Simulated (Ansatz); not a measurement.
**Question.** Name a neutral molecule of In, N, O and H with ideal-gas entropy at 298 K and 1 bar (rigid rotor, harmonic PBE0-D4/def2-TZVP) between 349 and 365 J/(mol·K) and size of the dipole moment (PBE/def2-TZVPP) between 2.40 and 2.70 D (Ansatz, PBE0-D4/def2-TZVP geometry).

**Answer.** `[NH2][In]([NH2])[OH]` (357 J/(mol·K), 2.53 D). Other molecules can fit too; these were computed, each in one conformer that needn't be the lowest.
